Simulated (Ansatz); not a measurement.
Reaction (ligand exchange at the Al–C bond): `[AlH2][C]1=C[SiH2]C1` + `[CH2]1[NH][AlH]1` → `[AlH2][N]1[CH2][AlH]1` + `C1=C[SiH2]C1`

Calculated with Ansatz (gas phase, PBE0-D4/def2-TZVP geometries, no zero-point term in ΔE). CBS: MP2 limit from def2 TZ/QZ plus the TZ coupled-cluster correction, frozen cores. DFT in def2-TZVPP. B3LYP here is the variant with VWN-RPA as its local correlation; programs differ in this.

`[AlH2][C]1=C[SiH2]C1`:

```xyz
12

Al   -1.029   -0.967    1.932
C    -0.157   -0.221    0.349
C     0.837   -0.853   -0.324
Si    0.977    0.539   -1.543
C    -0.402    1.109   -0.380
H    -0.536   -2.389    2.441
H    -2.188   -0.182    2.682
H     1.260   -1.822   -0.078
H     2.242    1.329   -1.556
H     0.614    0.261   -2.963
H    -1.407    1.204   -0.797
H    -0.211    1.991    0.236
```

`[CH2]1[NH][AlH]1`:

```xyz
7

C    -0.759   -0.252   -0.279
N     0.666    0.122   -0.597
Al    0.466    0.264    1.105
H    -1.521    0.424   -0.676
H    -1.025   -1.293   -0.475
H     1.005    0.109   -1.542
H     1.168    0.625    2.463
```

`[AlH2][N]1[CH2][AlH]1`:

Cartesian coordinates in Å:
```
Al 1.649 0.355 0.669
N -0.035 0.146 0.172
C -0.668 -0.694 -0.942
Al -1.780 0.358 0.181
H 1.933 1.325 1.893
H 2.811 -0.411 -0.096
H -0.384 -0.391 -1.950
H -0.546 -1.770 -0.818
H -2.979 1.081 0.890
```

`C1=C[SiH2]C1`:

```xyz
10

C     0.740    0.480    0.708
C     1.224   -0.401   -0.184
Si   -0.480   -0.667   -0.862
C    -0.759    0.605    0.518
H     1.309    1.031    1.458
H     2.255   -0.706   -0.302
H    -1.101   -2.010   -0.684
H    -0.753   -0.226   -2.259
H    -1.089    1.604    0.223
H    -1.346    0.289    1.384
```

| level | ΔE (kcal/mol) | difference from CCSD(T)/CBS |
| --- | --- | --- |
| PBE-D4 | -22.9 | 1.6 |
| r2SCAN-D4 | -24.9 | -0.4 |
| PBE0-D4 | -23.4 | 1.1 |
| B3LYP-D4 | -24.3 | 0.2 |
| ωB97X-V | -24.4 | 0.1 |
| ωB97M-V | -24.4 | 0.1 |
| B2PLYP | -25.3 | -0.8 |
| PBE | -23.1 | 1.4 |
| r2SCAN | -25.0 | -0.5 |
| PBE0 | -23.7 | 0.8 |
| B3LYP | -24.7 | -0.2 |
| HF/def2-TZVPP | -26.2 | -1.7 |
| MP2/def2-TZVPP | -25.6 | -1.1 |
| SCS-MP2/def2-TZVPP | -25.7 | -1.2 |
| CCSD/def2-TZVPP | -25.2 | -0.7 |
| CCSD(T)/def2-TZVPP | -25.0 | -0.5 |
| HF/def2-QZVPP | -26.3 | -1.8 |
| MP2/def2-QZVPP | -25.4 | -0.9 |
| SCS-MP2/def2-QZVPP | -25.5 | -1.0 |
| HF/CBS(def2) | -26.4 | -1.9 |
| MP2/CBS(def2) | -25.1 | -0.6 |
| CCSD/CBS(def2) | -24.7 | -0.2 |
| CCSD(T)/CBS | -24.5 | 0 |

Largest T1 diagnostic among the species: 0.015.
